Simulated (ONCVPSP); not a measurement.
## What one change does to a pseudopotential (bismuth, ONCV)

ONCVPSP 4.0.1 input, shortened (lines: element, Z, core and valence counts, functional; n l f; lmax; l rc ep ncon nbas qcut; lloc lpopt rc5 dvloc0; l nproj debl; icmod fcfact rcfact), PBE, scalar-relativistic:

```
  Bi 83.00   13    2        4      upf
    1    0    2.00
    2    0    2.00
    2    1    6.00
    3    0    2.00
    3    1    6.00
    3    2   10.00
    4    0    2.00
    4    1    6.00
    4    2   10.00
    4    3   14.00
    5    0    2.00
    5    1    6.00
    5    2   10.00
    6    0    2.00
    6    1    3.00
    1
    0    2.00    0.00    3    6    3.30
    1    2.20    0.00    5    8    3.70
    0    5    2.00    0.00
    0    0    1.90
    1    2    2.80
    3    3.00    1.25
```

Change: s: nproj 1; local potential polynomial inside 1.50 bohr (lpopt 5, dvloc0 4 Ha).

Cutoffs: the cutoffs (Ha) at which the residual kinetic energy of the hardest occupied pseudo-wave falls to 1 and 0.1 mHa per electron; they do not see the model core or the augmentation charge, which bear on the density cutoff. Errors are all-electron minus pseudo energies relative to the spin-unpolarised reference configuration.

Task: How do hardness, ghosts and transferability respond?

Result: The potential gets neither clearly harder nor softer (12 Ha and 32 Ha → 12 Ha and 32 Ha); a bound ghost appears in s, which as a rule spoils a file; the number of tests with a reliable result goes from 4 to 3; of the 3 tests that both files solve, the error grows in 2 and shrinks in 0 by more than 15 % and 0.3 meV (median size 5.3 → 6.5 meV); the range in which the s phases agree widens (upper end 1.6 → 2.6). In the separable form a ghost depends on how the local part lies against the semilocal potential of the channel, so the choice of the local part can create or remove one.

```csv
quantity,base,changed
"cutoff, loose",12 Ha,12 Ha
"cutoff, tight",32 Ha,32 Ha
bound ghosts,none,s
GHOST(+) flags under 300 eV,none,p at 103.3 eV
tests with a reliable result,4 of 4,3 of 4
"error for 6s2 6p2, meV [ΔE 7.91 eV]",-5.3,-6.5
"error for 6s2 6p1, meV [ΔE 23.16 eV]",-29,-39
"error for 6s2 6p2.5, meV [ΔE 3.10 eV]",-1.5,-1.7
s: phases at 2.03 bohr within 0.05 rad from the reference energy up to (Ha; the scan ends near 5),1.6,2.6
p: phases at 2.24 bohr within 0.05 rad from the reference energy up to (Ha; the scan ends near 5),3.9,3.4
"rms error of d²Exc/dni dnj with the model core, mHa",3.37,3.37
```

Base: The cutoffs count occupied waves only; projector 2 of the p channel, the hardest unoccupied one, needs 49 Ha at the loose tolerance. Changed file: The cutoffs count occupied waves only; projector 2 of the p channel, the hardest unoccupied one, needs 49 Ha at the loose tolerance. A true bound ghost makes a file unfit for plane-wave use even where its test errors are small: the radial tests pick states by their node count and pass the ghost by.
